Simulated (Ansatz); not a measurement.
A structure relaxed at PBE-D4/def2-SVP in Ansatz, charge 0, singlet:

```xyz
45

C     4.223   -1.567   -1.428
C     3.940   -1.484   -0.055
C     2.685   -1.029    0.378
C     1.689   -0.651   -0.549
Si   -0.001    0.000    0.001
C    -0.046    1.887   -0.136
C     0.878    2.603   -0.928
C     0.808    4.001   -1.034
C    -0.192    4.710   -0.349
C    -1.119    4.015    0.445
C    -1.043    2.618    0.552
C    -1.322   -0.764   -1.117
C    -1.243   -2.134   -1.463
C    -2.223   -2.735   -2.268
C    -3.300   -1.973   -2.749
C    -3.392   -0.612   -2.420
C    -2.412   -0.015   -1.612
C    -0.323   -0.472    1.805
C    -1.151   -1.559    2.159
C    -1.354   -1.906    3.505
C    -0.729   -1.168    4.523
C     0.097   -0.082    4.191
C     0.294    0.263    2.845
C     1.990   -0.748   -1.928
C     3.245   -1.197   -2.365
H     5.206   -1.927   -1.769
H     4.701   -1.780    0.683
H     2.473   -0.975    1.458
H     1.672    2.060   -1.465
H     1.542    4.542   -1.652
H    -0.246    5.806   -0.429
H    -1.902    4.566    0.989
H    -1.768    2.087    1.190
H    -0.395   -2.740   -1.105
H    -2.142   -3.803   -2.527
H    -4.066   -2.442   -3.386
H    -4.231   -0.009   -2.801
H    -2.493    1.057   -1.367
H    -1.653   -2.142    1.370
H    -2.008   -2.753    3.760
H    -0.890   -1.437    5.578
H     0.585    0.503    4.986
H     0.933    1.127    2.600
H     1.226   -0.475   -2.675
H     3.460   -1.266   -3.443
```

(1) Give its formula, name or SMILES.

(2) Summarise the bond lengths by kind (pairs closer than 1.2 times the sum of covalent radii, bridged metal pairs left out).

Answers

(1) tetraphenylsilane (C24H20Si).

(2) 24 × C–C 1.40 to 1.41 Å; 4 × C–Si 1.89 Å; 20 × C–H 1.10 Å.

Single mean-field runs in def2-SVP are fitted with def2-universal-jkfit.
